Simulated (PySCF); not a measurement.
Stretching BaI

Set-up: Ba x2c-TZVPall, I x2c-TZVPall; spin-free X2C with a Gaussian nucleus (PySCF 2.14). Energies in eV from Ba + I in their ground configurations at the same level. State: ²Σ⁺ (doublet), unpaired electrons σ ↑.

All columns are PBE0. A positive dipole means Ba(−)I(+).

```csv
R (Å),E (eV),μ (D),Mulliken charge on Ba (basis-dependent),HOMO (eV),LUMO (eV),Mayer bond order,⟨S²⟩
2.662,-2.898,-3.96,0.45,-3.44,-1.65,1.10,0.75
2.785,-3.361,-4.33,0.49,-3.53,-1.73,1.02,0.75
2.909,-3.607,-4.77,0.51,-3.64,-1.83,0.96,0.75
3.002,-3.690,-5.15,0.52,-3.71,-1.90,0.93,0.75
3.095,-3.710,-5.55,0.53,-3.79,-1.97,0.90,0.75
3.188,-3.683,-5.99,0.54,-3.87,-2.04,0.88,0.75
3.312,-3.594,-6.61,0.54,-3.97,-2.14,0.86,0.75
3.466,-3.430,-7.42,0.55,-4.09,-2.26,0.84,0.75
3.652,-3.190,-8.42,0.56,-4.23,-2.40,0.81,0.75
3.900,-2.844,-9.80,0.58,-4.41,-2.59,0.77,0.75
```

A fit through these points gives, at Re = 3.083 Å, μ = -5.50 D and dμ/dR = -4.52 D/Å; the reduced mass is 66.09 u.

Task: How strong is the fundamental in the double-harmonic approximation, I = 42.26·(dμ/dR)²/μred km/mol?

Result: I = 42.26·(-4.52)²/66.09 = 13.1 km/mol at PBE0.

Spin–orbit coupling is left out, which matters for elements this heavy, above all for dissociation energies. The state was picked by a PBE0 search and need not be the measured ground state.
